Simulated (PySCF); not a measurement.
GaTe from Hartree–Fock to correlated methods

State: ²Σ⁺ (doublet), unpaired electrons σ ↑. Set-up: Ga cc-pVDZ-PP with ECP10, Te cc-pVDZ-PP with ECP28; scalar-relativistic core potentials (PySCF 2.14). De refers to Ga + Te in their high-spin ground configurations, without counterpoise correction. The functionals are run spin-unrestricted. A positive dipole means Ga(−)Te(+).

```
      Level  Re (Å)  ωe (cm⁻¹)  De (eV)  μ (D)
        UHF   2.458        222     1.31  -3.57
    UHF-MP2   2.397        280     2.51    n/a
UHF-SCS-MP2   2.415        265     2.31    n/a
   UHF-CCSD   2.443        251     2.23    n/a
UHF-CCSD(T)   2.440        255     2.41    n/a
        PBE   2.446        247     2.95  -2.28
       BLYP   2.487        227     2.74  -2.27
       BP86   2.451        243     2.92  -2.32
     r²SCAN   2.412        260     2.87  -2.40
       PBE0   2.423        255     2.77  -2.63
      B97-3   2.450        243     2.67  -2.77
```

(1) Which functional lies closest to UHF-CCSD(T) in De, which farthest, and by how much do they differ from it?

(2) What does a quarter of exact exchange do here, going from PBE to PBE0?

(3) What does second-order correlation do here, going from UHF to UHF-MP2?

Correlated steps freeze 8 core orbitals. Correlated levels converge slowly with the basis: in double zeta they bind strong bonds too weakly, by up to about 1 eV, and carry superposition errors of some tenths. Spin–orbit coupling is left out, which matters for elements this heavy, above all for dissociation energies. The state is the lowest determinant that a PBE0 search found; another state may lie lower at other levels.

Answers

(1) Closest is B97-3 (+1.0 pm in Re, -4.7 % in ωe, +0.26 eV in De against UHF-CCSD(T) in the same basis), farthest PBE (+0.6 pm in Re, -3.1 % in ωe, +0.54 eV in De). CCSD(T) converges more slowly with the basis than the functionals do and binds too weakly in this one, so the order can change at the basis-set limit.

(2) PBE0 less PBE: -2.3 pm in Re, +3.2 % in ωe, -0.18 eV in De. Exact exchange removes part of the self-interaction that spreads semilocal densities, and in most molecules shortens and stiffens the bond and lowers De; so it does here.

(3) UHF-MP2 less UHF: -6.1 pm in Re, +26.1 % in ωe, +1.20 eV in De. Correlation nearly always deepens the well. The bond shortens, as in weak, metallic or heavy-atom bonds, where dispersion and the correlation of outer-core electrons pull the atoms together.
